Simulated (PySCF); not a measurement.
## As(2+) (arsenic, charge +2): UHF calculation

Configuration: [Ar] 3d10 4s2 4p1, 2P determinant. Computed with PySCF 2.14 in cc-pVDZ-PP with ECP10MDF (4s3p2d, 23 functions), with a scalar-relativistic core potential.

```
Total energy                                                  : -330.190178 hartree
One-electron energy                                           : -569.3873 hartree
Hartree (Coulomb) energy                                      : 264.3498 hartree
Exchange energy                                               : -25.1527 hartree
⟨S²⟩                                                          : 0.7579
⟨L²⟩                                                          : 2.024
Sum of ⟨r⟩                                                    : 17.45 bohr
Sum of ⟨r²⟩                                                   : 22.22 bohr²
Traceless quadrupole moment −½Σ⟨3z² − r²⟩ along its main axis : -2.21 e·bohr²
Time after the integrals                                      : 0.06 s of wall time on 1 thread of Neoverse-V1 (shared host)
```

```csv
shell,electrons,mean orbital energy (eV),spread (eV),"rms radius, mean of both spins (bohr)"
3s α,1,-241.87,0,0.641
3s β,1,-241.65,0,0.641
3p α,3,-185.04,0.026,0.668
3p β,3,-184.78,0.676,0.668
3d α,5,-78.102,0.356,0.741
3d β,5,-77.926,0.675,0.741
4s α,1,-38.966,0,1.97
4s β,1,-36.205,0,1.97
4p α,1,-27.756,0,2.33
```

Energies and moments cover only the electrons outside the core potential.
